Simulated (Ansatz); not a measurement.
`C#CC[SiH2][GaH2]` + H–F → `F[SiH2][GaH2]` + `C#CC` at 700 K and 1 bar (ligand exchange at the Si–C bond).

Gas-phase electronic energies from Ansatz, PBE0-D4/def2-TZVP geometries. CBS: MP2 limit from def2 TZ/QZ plus the TZ coupled-cluster correction, frozen cores. This one scheme is used for every species. For Ga outer-core shells are correlated without core-valence functions, which leaves a few kJ/mol of doubt a bond. Scalar relativity is left out up to krypton. Each species was taken in one conformer, which may not be the lowest.

```tsv
species	CCSD(T)/CBS energy (Eh)	H − E (kJ/mol)	S (J/(mol·K))
`C#CC[SiH2][GaH2]`	-2331.31162	295.1	512.5
H–F	-100.39570	45.2	198.5
`F[SiH2][GaH2]`	-2315.24935	146.8	413.0
`C#CC`	-116.49627	191.4	312.9
```

H − E and S are ideal-gas, rigid-rotor, harmonic terms from PBE0-D4/def2-TZVP, for one conformer and one mirror image of each species. 1 Eh = 2625.50 kJ/mol, R = 8.31446 J/(mol·K).

Question: By hand: ΔE, ΔH, ΔS and ΔG.

Answer: ΔE = (-2315.24935) + (-116.49627) − (-2331.31162) − (-100.39570) = -0.03830 Eh = -100.6 kJ/mol. Δ(H − E) = 146.8 + 191.4 − 295.1 − 45.2 = -2.1, so ΔH = -102.7 kJ/mol. ΔS = 413.0 + 312.9 − 512.5 − 198.5 = 14.9 J/(mol·K). ΔG = -102.7 − 700 × (14.9)/1000 = -113.1 kJ/mol.

Question: By hand: the equilibrium constant, and the temperature at which ΔG would vanish if ΔH and ΔS stayed fixed.

Answer: log₁₀ K = −ΔG/(RT ln 10) = 8.4. ΔH and −TΔS have one sign here, so there is no such temperature.

The number of gas molecules stays the same, so ΔS is small and ΔH decides. A doubt of 5 kJ/mol in ΔE shifts log₁₀ K by 0.4 here. Other conformers and mirror images would add mixing entropy, several J/(mol·K) or more a flexible species. Modes under 60 cm⁻¹, often nearly free rotors, make the harmonic entropy too high. These are equilibria of isolated gas molecules and say nothing of rates. Largest T1 diagnostic: 0.013 (customary marks: 0.02 for closed shells, 0.045 for open ones).
